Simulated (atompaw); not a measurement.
## Reading a pseudo-wave (neodymium (Nd))

Columns: radius, all-electron u(r) and pseudo u(r) of the 6s shell (level -9.02 eV) of neodymium in the configuration [Kr] 4d10 4f3 5s2 5p6 5d1 6s1 6p0; LDA (PW92), scalar-relativistic, PAW (atompaw) scheme, atompaw 4.2.0.5.

| r (bohr) | all-electron | pseudo |
| --- | --- | --- |
| 0.115 | -0.0012 | -0.0945 |
| 0.231 | -0.1091 | -0.1849 |
| 0.346 | 0.0812 | -0.2649 |
| 0.462 | 0.1858 | -0.3320 |
| 0.577 | 0.1352 | -0.3820 |
| 0.692 | 0.0068 | -0.4136 |
| 0.808 | -0.1283 | -0.4260 |
| 0.923 | -0.2295 | -0.4192 |
| 1.038 | -0.2855 | -0.3945 |
| 1.154 | -0.2980 | -0.3533 |
| 1.269 | -0.2745 | -0.2986 |
| 1.385 | -0.2241 | -0.2322 |
| 1.500 | -0.1566 | -0.1582 |
| 1.615 | -0.0789 | -0.0787 |
| 1.731 | 0.0038 | 0.0040 |
| 1.846 | 0.0858 | 0.0858 |
| 1.962 | 0.1652 | 0.1652 |
| 2.077 | 0.2388 | 0.2388 |
| 2.192 | 0.3058 | 0.3058 |
| 2.308 | 0.3660 | 0.3660 |
| 2.423 | 0.4181 | 0.4181 |
| 2.538 | 0.4627 | 0.4627 |
| 2.654 | 0.5004 | 0.5004 |
| 2.769 | 0.5308 | 0.5308 |
| 2.885 | 0.5550 | 0.5550 |
| 3.000 | 0.5730 | 0.5730 |

Question: How many radial nodes do the two functions have?

Answer: The all-electron 6s function has n − l − 1 = 5 (the table is too coarse to show those close to the nucleus); the pseudo-wave has 1, since 1 lower shell of the same l stays in the valence.

Question: At about which radius was the pseudo-wave matched?

Answer: 1.90 bohr. The columns agree to 0.0005 from 1.61 bohr on; several derivatives are matched, so the curves merge somewhat inside the radius.

Question: Is the pseudo-wave norm-conserving?

Answer: No, it belongs to a PAW set: the norm inside the radius is not constrained, and the difference is carried by the augmentation charge.
